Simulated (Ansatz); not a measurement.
**A ladder of methods for SiSe (SMILES [Si][Se])**

SiSe has 2 atoms, charge 0, and is taken as a singlet. As SMILES, `[Si][Se]`. The shape comes from GFN2-xTB, which is rough for such elements, and wasn't checked as a minimum.

```tsv
atom	x (Å)	y (Å)	z (Å)
Si	0.0000	0.0000	0.0000
Se	0.0000	0.0000	2.1245
```

Each level gives the electronic atomisation energy (eV). The values are calculated. Electronic energies at fixed atoms, without zero-point motion or spin-orbit coupling.

```json
{"level": "HF/STO-3G", "kind": "Hartree–Fock", "program": "Ansatz", "value (eV)": "4.02", "less FCI/STO-3G": "-2.20"}
{"level": "SVWN5/STO-3G", "kind": "LDA", "program": "Ansatz", "value (eV)": "8.63", "less FCI/STO-3G": "+2.41"}
{"level": "PBE/STO-3G", "kind": "GGA", "program": "Ansatz", "value (eV)": "7.85", "less FCI/STO-3G": "+1.63"}
{"level": "PBE0/STO-3G", "kind": "global hybrid", "program": "Ansatz", "value (eV)": "7.14", "less FCI/STO-3G": "+0.92"}
{"level": "wB97M-V/STO-3G", "kind": "range-separated hybrid", "program": "Ansatz", "value (eV)": "7.22", "less FCI/STO-3G": "+1.00"}
{"level": "B2PLYP/STO-3G", "kind": "double hybrid", "program": "Ansatz", "value (eV)": "6.76", "less FCI/STO-3G": "+0.54"}
{"level": "RPA@PBE/STO-3G", "kind": "RPA", "program": "Ansatz", "value (eV)": "5.41", "less FCI/STO-3G": "-0.81"}
{"level": "CCSDT(Q)/STO-3G", "kind": "coupled cluster or CI", "program": "Ansatz", "value (eV)": "6.22", "less FCI/STO-3G": "0.00"}
{"level": "CCSDT/STO-3G", "kind": "coupled cluster or CI", "program": "Ansatz", "value (eV)": "6.24", "less FCI/STO-3G": "+0.02"}
{"level": "FCI/STO-3G", "kind": "exact in the basis", "program": "Ansatz", "value (eV)": "6.22", "less FCI/STO-3G": "0.00"}
```

FCI/STO-3G is exact within its basis and frozen core, so for wave-function methods in that basis the difference is their error; functionals converge differently with the basis, so for them it is only a difference. All-electron rows without a relativistic Hamiltonian named are non-relativistic. The values span 4.02 to 8.63 eV. All rows use very small basis sets, so even the best lies far from the true value. In the correlated wave-function rows the outer d shell of Se is correlated, in sets not made for it.
